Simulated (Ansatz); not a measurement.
Basis-set extrapolation for `FB(F)C[SiH3]` (PBE0-D4/def2-TZVP geometry, frozen core, the Gaussian-basis code of Ansatz). Multiplicity 1, RHF reference.

```tsv
	def2-TZVPP	def2-QZVPP
HF	-553.545503	-553.566442
MP2 correlation	-0.890847	-0.965743
CCSD(T) correlation	-0.957419	not run
```

Energies in hartree. Use E(X) = E(∞) + A·exp(−7.88·√X) for Hartree–Fock and E(X) = E(∞) + B·X^(−2.97) for correlation, with X = 3 and 4, and add CCSD(T) minus MP2 of the smaller set to the MP2 limit.

What is the CCSD(T) energy at the basis-set limit?

HF limit: -553.566442 + (-0.020939) × 0.13774 = -553.56933. MP2 limit: -0.965743 + (-0.074896) × 0.74074 = -1.02122. Higher-order term: -0.957419 − (-0.890847) = -0.06657. Total: -554.65712 hartree, 404.8 kJ/mol below CCSD(T)/def2-TZVPP.
